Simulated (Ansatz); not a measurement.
`C#CC[TeH]` → `C#C[TeH]` + `[CH2]` (triplet) at 600 K and 1 bar (formal loss of a carbene).

Gas-phase electronic energies from Ansatz, PBE0-D4/def2-TZVP geometries. CBS: MP2 limit from def2 TZ/QZ plus the TZ coupled-cluster correction, frozen cores. This one scheme is used for every species. Triplets are unrestricted, without spin–orbit coupling. Elements past krypton have def2 core potentials. For Te outer-core shells are correlated without core-valence functions, which leaves a few kJ/mol of doubt a bond.

| species | CCSD(T)/CBS energy (Eh) | H − E (kJ/mol) | S (J/(mol·K)) |
| --- | --- | --- | --- |
| `C#CC[TeH]` | -384.20943 | 187.7 | 396.4 |
| `C#C[TeH]` | -344.94570 | 100.8 | 338.0 |
| `[CH2]` (triplet) | -39.09499 | 66.5 | 220.8 |

H − E and S are ideal-gas, rigid-rotor, harmonic terms from PBE0-D4/def2-TZVP, with the whole ground term of open shells counted as degenerate. 1 Eh = 2625.50 kJ/mol, R = 8.31446 J/(mol·K).

Task: By hand: ΔE, ΔH, ΔS and ΔG.

Result: ΔE = (-344.94570) + (-39.09499) − (-384.20943) = 0.16874 Eh = 443.0 kJ/mol. Δ(H − E) = 100.8 + 66.5 − 187.7 = -20.4, so ΔH = 422.6 kJ/mol. ΔS = 338.0 + 220.8 − 396.4 = 162.4 J/(mol·K). ΔG = 422.6 − 600 × (162.4)/1000 = 325.2 kJ/mol.

Task: By hand: the equilibrium constant, and the temperature at which ΔG would vanish if ΔH and ΔS stayed fixed.

Result: log₁₀ K = −ΔG/(RT ln 10) = -28.3. ΔG = 0 at ΔH/ΔS = 2602 K, far beyond where these terms or the molecules hold.

The number of gas molecules changes by +1, which sets the sign of ΔS. A doubt of 5 kJ/mol in ΔE shifts log₁₀ K by 0.4 here. A triplet takes part, so the spin changes. These are equilibria of isolated gas molecules and say nothing of rates. Largest T1 diagnostic: 0.012 (customary marks: 0.02 for closed shells, 0.045 for open ones).
